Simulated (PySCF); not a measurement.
Si(F)(OH)2(SMe) (CH5FO2SSi), SMILES S([Si](F)(O)O)C.

Coordinates come from a B3LYP-D3(BJ)/def2-SVP optimisation. Other conformers were not sampled.

These are TDA-PBE0/def2-SVPD run with PySCF 2.14.0 values and carry that method's errors.

Vertical excitations. Isolated molecule, no solvent.

Computed UV-visible absorptions:
```
state  energy (eV)  λ (nm)      f                                                               main pairs
-----  -----------  ------  -----  -----------------------------------------------------------------------
S1            5.77     215  0.001                                                         HOMO→LUMO+1 91 %
S2            6.08     204  0.028                                                           HOMO→LUMO 93 %
S3            7.24     171  0.027                                                         HOMO→LUMO+2 89 %
S4            7.36     168  0.012                                                         HOMO→LUMO+3 91 %
S5            7.75     160  0.022                    HOMO−1→LUMO+1 42 %, HOMO→LUMO+4 38 %, HOMO→LUMO+6 7 %
S6            7.77     160  0.002                   HOMO→LUMO+4 51 %, HOMO−1→LUMO+1 25 %, HOMO→LUMO+6 15 %
S7            7.85     158  0.085                                                         HOMO−1→LUMO 86 %
S8            8.10     153  0.040                   HOMO→LUMO+6 44 %, HOMO→LUMO+7 32 %, HOMO−1→LUMO+1 11 %
S9            8.15     152  0.014                                                         HOMO→LUMO+5 80 %
S10           8.29     150  0.057  HOMO→LUMO+7 44 %, HOMO→LUMO+6 21 %, HOMO−1→LUMO+1 11 %, HOMO→LUMO+5 8 %
T1            5.29     234      0                                                         HOMO→LUMO+1 89 %
T2            5.84     212      0                                                           HOMO→LUMO 89 %
T3            6.72     184      0                    HOMO→LUMO+2 44 %, HOMO−1→LUMO+1 24 %, HOMO→LUMO+3 8 %
T4            6.93     179      0                                     HOMO−1→LUMO+1 54 %, HOMO→LUMO+2 22 %
```
Triplets are in the Tamm–Dancoff approximation.
